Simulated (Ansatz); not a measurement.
One change: `ClC[SiH2]Cl` becomes `BOC[SiH2]Cl`.

Ansatz, PBE0-D4/def2-TZVP geometries, multiplicity 1. Each molecule was computed in one conformer, which needn't be the lowest.

```tsv
property	`ClC[SiH2]Cl`
LUMO energy (ωB97M-V/def2-TZVPP) / eV	1.82
HOMO–LUMO gap (B3LYP/def2-TZVPP) / eV	7.79
LUMO energy (PBE/def2-TZVPP) / eV	-1.13
HOMO–LUMO gap (ωB97M-V/def2-TZVPP) / eV	12.43
size of the dipole moment (PBE/def2-TZVPP) / D	0.59
size of the dipole moment (B3LYP/def2-TZVPP) / D	0.55
```

(1) Give the same properties after the change, and the shifts. (Estimate.)

Answers

(1) Ansatz gave: 
```csv
property,`BOC[SiH2]Cl`,shift
LUMO energy (ωB97M-V/def2-TZVPP) / eV,1.20,-0.62
HOMO–LUMO gap (B3LYP/def2-TZVPP) / eV,7.46,-0.33
LUMO energy (PBE/def2-TZVPP) / eV,-1.65,-0.52
HOMO–LUMO gap (ωB97M-V/def2-TZVPP) / eV,12.02,-0.41
size of the dipole moment (PBE/def2-TZVPP) / D,0.46,-0.13
size of the dipole moment (B3LYP/def2-TZVPP) / D,0.43,-0.12
```

With PBE0 the HOMO falls by 0.21 eV and the LUMO falls by 0.54 eV, so the gap narrows by about 0.33 eV. PBE moves the HOMO by -0.26 eV and ωB97M-V by -0.23 eV. Dipoles are sizes alone; their direction can turn.

B3LYP here is the variant with VWN-RPA as its local correlation; programs differ in this.
